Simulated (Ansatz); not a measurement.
Reaction (ligand exchange at the Si–O bond): `[SiH3][O][Cd][Cl]` + `O[SiH2]S` → `O[SiH2]S[SiH3]` + `[OH][Cd][Cl]`

Gas-phase electronic energies from Ansatz, PBE0-D4/def2-TZVP geometries. CBS: MP2 limit from def2 TZ/QZ plus the TZ coupled-cluster correction, frozen cores. Functionals use def2-TZVPP. Elements past krypton have def2 core potentials. For Cd outer-core shells are correlated without core-valence functions, which leaves a few kJ/mol of doubt a bond. Each species was taken in one conformer, which may not be the lowest.

`[SiH3][O][Cd][Cl]`:

```xyz
7

Si   -0.960    0.725    0.378
O     0.365    0.469   -0.531
Cd    1.629   -1.001   -0.761
Cl    3.144   -2.636   -1.103
H    -0.659    0.622    1.837
H    -1.482    2.089    0.098
H    -2.036   -0.268    0.083
```

`O[SiH2]S`:

```xyz
7

O     0.306    0.234    1.453
Si   -0.501   -0.184    0.085
S     0.728   -0.186   -1.659
H     1.121   -0.235    1.642
H    -1.018   -1.575    0.129
H    -1.593    0.806   -0.019
H     0.957    1.138   -1.631
```

`O[SiH2]S[SiH3]`:

Z-matrix (Å, degrees):
```
Si
S 1 2.133
O 1 1.643 2 112.7
H 1 1.484 2 104.2 3 122.4
H 1 1.478 2 111.2 3 -117.0
Si 2 2.142 1 97.8 3 56.4
H 3 0.959 1 117.4 2 55.1
H 6 1.485 2 110.0 1 38.0
H 6 1.483 2 106.7 1 157.7
H 6 1.484 2 111.2 1 -83.2
```

`[OH][Cd][Cl]`:

```xyz
4

O     0.396    0.359   -1.363
Cd   -0.363   -0.152    0.371
Cl   -1.368   -0.756    2.306
H     1.335    0.549   -1.314
```

CCSD(T)/CBS gives +42.9 kJ/mol.

Another level gave +45.7 kJ/mol. Which?
A. r2SCAN/def2-TZVPP
B. CCSD/def2-TZVPP
C. HF/def2-TZVPP
D. ωB97X-V/def2-TZVPP

D. ωB97X-V 45.7, HF/def2-TZVPP 73.0, CCSD/def2-TZVPP 54.1, r2SCAN 40.1 kJ/mol.

Largest T1 diagnostic among the species: 0.015.

From PBE to PBE0 (25 % exact exchange), in def2-TZVPP and without D4, ΔE moves by +6.9 kJ/mol. In def2-TZVPP, CCSD(T) changes the Hartree–Fock value by −23.0 kJ/mol (the triples alone add −4.2 kJ/mol) and MP2 by −26.7 kJ/mol. The D4 term adds −6.0 kJ/mol with B3LYP and −3.3 kJ/mol with PBE0; it sums over pairs of atoms, weighted by their polarisabilities, and B3LYP, whose exchange is more repulsive, gets the larger term.

B3LYP here is the variant with VWN-RPA as its local correlation; programs differ in this.
